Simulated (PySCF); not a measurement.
# Working out the ionisation energy of Pt⁺

Pt⁺ [Xe] 4f14 5d9 (2D) → Pt²⁺ [Xe] 4f14 5d8 (3F). Computed with PySCF 2.14 in aug-cc-pVDZ-PP with ECP60MDF (5s5p4d2f, 54 functions), with a scalar-relativistic core potential. Frozen: 5s2 5p6. Energies in hartree (1 hartree = 27.21139 eV):

```json
{"part": "UHF", "Pt⁺ (lower)": "-118.234344", "Pt²⁺ (upper)": "-117.614113"}
{"part": "MP2 opposite-spin", "Pt⁺ (lower)": "-0.141835", "Pt²⁺ (upper)": "-0.099958"}
{"part": "MP2 same-spin", "Pt⁺ (lower)": "-0.074967", "Pt²⁺ (upper)": "-0.056362"}
```

**Question.** What does Hartree-Fock give?

**Answer.** (-117.614113) − (-118.234344) = 0.620231 hartree = 16.877 eV.

**Question.** What do MP2 and SCS-MP2 (6/5 opposite-spin, 1/3 same-spin) give?

**Answer.** The opposite-spin parts differ by 1.140 eV and the same-spin parts by 0.506 eV. MP2: 16.877 + (1.140) + (0.506) = 18.523 eV. SCS-MP2: 16.877 + 1.2 × (1.140) + (0.506)/3 = 18.414 eV.

Reference: 18.56 ± 0.12 eV (measured; NIST Atomic Spectra Database, ionization energies), between the lowest levels; spin-orbit coupling is absent from the calculation.

A double-zeta basis recovers only part of the correlation energy.

What remains against the reference includes basis incompleteness, the frozen core and correlation beyond second order.
